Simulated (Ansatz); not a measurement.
Geometry optimisation, RKS PBE0/6-31G* in Ansatz.

Input file:

```yaml
crystal:
  periodic: [false, false, false]
  atoms:
    - { symbol: B, position_ang: [0.0, 0.0, 0.0] }
    - { symbol: "N", position_ang: [0.0, 0.0, 1.9] }
    - { symbol: H, position_ang: [-0.877, -0.2713, 2.43] }
    - { symbol: H, position_ang: [0.877, 0.2713, 2.43] }
    - { symbol: "N", position_ang: [1.3423, 0.0, -0.775] }
    - { symbol: H, position_ang: [1.8089, -0.9179, -1.0268] }
    - { symbol: H, position_ang: [1.7937, 0.9179, -1.0532] }
    - { symbol: F, position_ang: [-1.1431, 0.0, -0.66] }
    - { symbol: Cl, position_ang: [-0.2702, 2.0319, 0.6811] }
    - { symbol: H, position_ang: [-0.1503, 1.1304, 1.745] }
basis:
  gaussian: { orbitals: "6-31G*" }
hamiltonian:
  xc: pbe0
relax:
  f_tol: 0.15
  max_steps: 25
  restrain:
    - { distance: [0, 8], at: 3.06, k: 30.0 }
    - { distance: [9, 1], at: 2.26, k: 30.0 }
    - { distance: [0, 1], at: 1.55, k: 30.0 }
    - { distance: [9, 8], at: 1.37, k: 30.0 }
```

Command:

```bash
$ ansatz run input.yaml --threads 2 --pin off --max-ram 3072MiB --backend cpu --events-out ev --progress --plain --runs-dir out
```

Q: Where does it end, and by what steps?

A: The forces met the threshold. The restraints hold the end off the free minimum; the threshold counts their pulls, which the force column leaves out. Restrained pairs: B1–Cl9 (2.16 → 3.07 Å), N2–H10 (1.15 → 2.25 Å), B1–N2 (1.90 → 1.49 Å), Cl9–H10 (1.40 → 1.33 Å). After 13 steps the energy has fallen by 3.869 eV (the restraints' own energy left out); H6 moved furthest, 1.19 Å.

```json
{"step": "0", "energy less start (eV)": "0.0000", "largest force component (eV/Å)": "5.370", "accepted": "yes"}
{"step": "1", "energy less start (eV)": "-0.5119", "largest force component (eV/Å)": "2.538", "accepted": "yes"}
{"step": "2", "energy less start (eV)": "-0.8769", "largest force component (eV/Å)": "2.842", "accepted": "yes"}
{"step": "3", "energy less start (eV)": "-1.6810", "largest force component (eV/Å)": "2.523", "accepted": "yes"}
{"step": "4", "energy less start (eV)": "-2.7884", "largest force component (eV/Å)": "1.965", "accepted": "yes"}
{"step": "5", "energy less start (eV)": "-3.1225", "largest force component (eV/Å)": "1.427", "accepted": "yes"}
{"step": "6", "energy less start (eV)": "-3.3110", "largest force component (eV/Å)": "1.483", "accepted": "yes"}
{"step": "7", "energy less start (eV)": "-3.5353", "largest force component (eV/Å)": "1.797", "accepted": "yes"}
{"step": "8", "energy less start (eV)": "-3.6754", "largest force component (eV/Å)": "1.749", "accepted": "yes"}
{"step": "9", "energy less start (eV)": "-3.7818", "largest force component (eV/Å)": "1.706", "accepted": "yes"}
{"step": "10", "energy less start (eV)": "-3.8044", "largest force component (eV/Å)": "1.564", "accepted": "yes"}
{"step": "11", "energy less start (eV)": "-3.8347", "largest force component (eV/Å)": "1.776", "accepted": "yes"}
{"step": "12", "energy less start (eV)": "-3.7949", "largest force component (eV/Å)": "1.644", "accepted": "no"}
{"step": "13", "energy less start (eV)": "-3.8688", "largest force component (eV/Å)": "1.667", "accepted": "yes"}
```

```xyz
10
Properties=species:S:1:pos:R:3
B 0.054 -0.109 0.188
N 0.060 -0.307 1.669
H -0.776 -0.692 2.087
H 0.899 -0.633 2.128
N 1.227 -0.049 -0.579
H 2.157 -0.139 -0.202
H 1.198 0.233 -1.545
F -1.145 0.012 -0.396
Cl -0.159 2.913 0.708
H -0.134 1.934 1.615
```

Time of the run: 32 s on 2 threads of Intel(R) Xeon(R) Platinum 8488C (Sapphire Rapids), with other jobs on the host, peak memory 0.19 GiB.
